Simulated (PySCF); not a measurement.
Computed properties of Ge(H)3(PH2) (GeH5P), SMILES [PH2][GeH3]

GeH₅P, SMILES [PH2][GeH3]. Coordinates come from a B3LYP-D3(BJ)/def2-TZVP optimisation. One conformer was computed; it need not be the lowest. All values are computed for the isolated molecule unless a solvent is named; none is compared with measurement here.

**Structure.** The optimised structure has Cs symmetry. All 15 harmonic modes at B3LYP-D3(BJ)/def2-TZVP (PySCF) are real, so it is a minimum.

**Vibrations.** The strongest infrared lines (harmonic, unscaled, degenerate partners summed) lie at 816 cm⁻¹ (222 km/mol, H 97 %), 2138 cm⁻¹ (113 km/mol, H 98 %), 2133 cm⁻¹ (106 km/mol, H 99 %). The softest mode is at 146 cm⁻¹ and the zero-point energy is 25.3 kcal/mol.

**Electronic structure.** ωB97X/def2-TZVPD (PySCF) places the frontier levels at -9.81 and 1.58 eV, a gap of 11.39 eV, and gives a dipole moment of 0.74 D and a mean polarisability of 63.4 bohr³.

**Excitations.** TDA-CAM-B3LYP/def2-SVPD (PySCF) has S1 at 6.56 eV (189 nm, f = 0.049, weak); the most intense of the 10 singlets computed lies at 6.69 eV (f = 0.27). T1 (TDA) is at 5.33 eV, 1.23 eV under S1. No vertical singlet excitation falls in the visible range (under 3.1 eV).

**NMR.** GIAO shifts at PBE0/pcSseg-2 (PySCF) (non-relativistic, atoms alike by connectivity averaged): ¹H from 1.9 to 4.4 ppm against TMS.
